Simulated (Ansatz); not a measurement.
Calculated with Ansatz (gas phase, PBE0-D4/def2-TZVP geometries, no zero-point term in ΔE). CCSD(T)/CBS adds triple-zeta CCSD(T) − MP2 to the extrapolated MP2 energy (def2 sets, frozen cores). DFT in def2-TZVPP. B3LYP here is the variant with VWN-RPA as its local correlation; programs differ in this. For Se outer-core shells are correlated without core-valence functions, which leaves a few kJ/mol of doubt a bond. Scalar relativity is left out up to krypton. Each species was taken in one conformer, which may not be the lowest.

`[CH3][AlH][Se]C` + `N[SiH2]CBS` → `C[Se][AlH][BH]S` + `CC[SiH2]N`  (redistribution)

| level | ΔE (kJ/mol) | difference from CCSD(T)/CBS |
| --- | --- | --- |
| PBE-D4 | 88.1 | -4.3 |
| r2SCAN-D4 | 98.0 | 5.6 |
| PBE0-D4 | 90.2 | -2.2 |
| B3LYP-D4 | 93.6 | 1.2 |
| ωB97X-V | 92.2 | -0.2 |
| ωB97M-V | 99.1 | 6.7 |
| B2PLYP | 93.5 | 1.1 |
| PBE | 85.8 | -6.6 |
| r2SCAN | 97.5 | 5.1 |
| PBE0 | 88.3 | -4.1 |
| B3LYP | 89.8 | -2.6 |
| HF/def2-TZVPP | 88.4 | -4.0 |
| MP2/def2-TZVPP | 101.0 | 8.6 |
| SCS-MP2/def2-TZVPP | 94.7 | 2.3 |
| CCSD/def2-TZVPP | 90.9 | -1.5 |
| CCSD(T)/def2-TZVPP | 91.1 | -1.3 |
| HF/def2-QZVPP | 88.7 | -3.7 |
| MP2/def2-QZVPP | 101.8 | 9.4 |
| SCS-MP2/def2-QZVPP | 95.6 | 3.2 |
| HF/CBS(def2) | 88.7 | -3.7 |
| MP2/CBS(def2) | 102.3 | 9.9 |
| CCSD/CBS(def2) | 92.2 | -0.2 |
| CCSD(T)/CBS | 92.4 | 0 |

Largest T1 diagnostic among the species: 0.013.

The D4 term adds +3.7 kJ/mol with B3LYP and +1.9 kJ/mol with PBE0; it sums over pairs of atoms, weighted by their polarisabilities, and B3LYP, whose exchange is more repulsive, gets the larger term.
